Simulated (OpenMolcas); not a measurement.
Ta3+.

```yaml
Program: OpenMolcas 26.06
Method: CASSCF
Basis: ANO-RCC-VDZP [7s6p4d2f1g]
Scalar_Hamiltonian: DKH2, point nucleus
Active_space: 2 electrons in 5 orbitals (5d)
State_averaging: 2S+1 = 3 even, 10 roots; 2S+1 = 1 even, 15 roots
Spin-orbit_coupling: RASSI with atomic mean-field integrals over the reference wave functions, term energies averaged over their components
```

Levels without dynamic correlation, in cm-1 above 5d2 3F2:

```tsv
Level	E
5d2 1G4	21067
5d2 3P0	12746
5d2 1S0	42389
```

On this reference, SS-CASPT2, IPEA 0.25 Eh, imaginary shift 0.1 Eh (closed shells correlated: 5s 5p) puts 5d2 1G4 at 20580 cm-1.

Q: Estimate the other levels at that method by one scale factor, and say how well it serves.

A: The factor is 20580 / 21067 = 0.977. Scaled values beside those that SS-CASPT2 gives:
```
  Level  Scaled  SS-CASPT2  Miss (%)
5d2 3P0   12453      11560      +7.7
5d2 1S0   41414      37200     +11.3
```
For these levels the scaled values miss SS-CASPT2 by up to 11.3 %, as correlation changes each term by its own factor, spin-orbit parts do not scale and CASPT2 has its own spread within terms. This holds within one configuration; levels of others move differently, and the target method has errors of its own against measurement.

Term energies are means over components that CASPT2 splits; among the terms shown or strongly mixed into the levels shown the widest spread is 280 cm-1 (5d2 1G, SS-CASPT2). The basis is small and was not contracted for so high a charge. Without dynamic correlation excited terms often stand tens of per cent too high (terms of higher spin than the ground term too low), and those without a measured partner can miss by more than the paired ones (holds for CASSCF). Levels of configurations outside the active space are missing.
